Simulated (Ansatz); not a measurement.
Input for Ansatz (a program for electronic structure): R-r2SCAN/def2-TZVPPD on ClH6PSi (a complex), monomers drawn apart or pushed together. Files ending in .json are basis or fitting sets from the Basis Set Exchange.

Ansatz 0.2 input:
```yaml
crystal:
  periodic: [false, false, false]
  atoms:
    - {symbol: P, position_ang: [0.11014149, -0.29786893, 0.05658711]}
    - {symbol: H, position_ang: [1.35459819, -0.92604765, 0.31148296]}
    - {symbol: H, position_ang: [0.32097764, -0.24325078, -1.34628937]}
    - {symbol: H, position_ang: [0.62145483, 1.00530653, 0.27668708]}
    - {symbol: Si, position_ang: [-0.88718990, -0.71208246, 3.81332196]}
    - {symbol: Cl, position_ang: [0.94033131, 0.07235493, 3.23801426]}
    - {symbol: H, position_ang: [-1.58893414, 0.30533617, 4.62015091]}
    - {symbol: H, position_ang: [-0.63283055, -1.92199965, 4.61956710]}
    - {symbol: H, position_ang: [-1.65576845, -1.04182702, 2.59980578]}
basis:
  gaussian:
    orbitals: def2-TZVPPD.json
hamiltonian:
  xc: {name: r2SCAN}
scf: {lower_state_search: off}
```

Program output:

```
WARN ansatz: RAYON_NUM_THREADS=1 ignored (pool sized by the plan → 1); use --threads N
Functional definition: r2SCAN
these checks for a lower state are left out or cut short: stability, starts, cluster_reference, orbital_swaps, neighbouring_geometries, increment
integrals: 0.21 GiB planned
1299 factors; their error is unknown
mean field: 1.22 GiB planned
mean field evaluation 1: about -29784.9361 eV, gradient 1.9e1 eV
mean field evaluation 2: about -29785.5459 eV, gradient 1.5e1 eV
mean field evaluation 4: about -29786.1169 eV, gradient 1.3e0 eV
mean field evaluation 8: about -29786.0790 eV, gradient 4.3e-1 eV
mean field evaluation 16: about -29786.0793 eV, gradient 3.2e-5 eV
mean field -29786.07925390 eV, -1094.6182228513 hartree, gradient 6.5e-6 eV, S^2 0.000000; 0 other end points of the search recorded, 0 dependent functions left out
reference -29786.07927294 eV, -1094.6182235508 hartree; 26, 26 occupied and 223, 223 virtual orbitals, 1299 factors
Total energy: -29786.07927294 eV, -1094.6182235508 hartree
Checks for a lower state left out: stability, starts, cluster_reference, orbital_swaps, neighbouring_geometries, increment
```

The run converged.

Cost: very roughly 5 core-seconds.
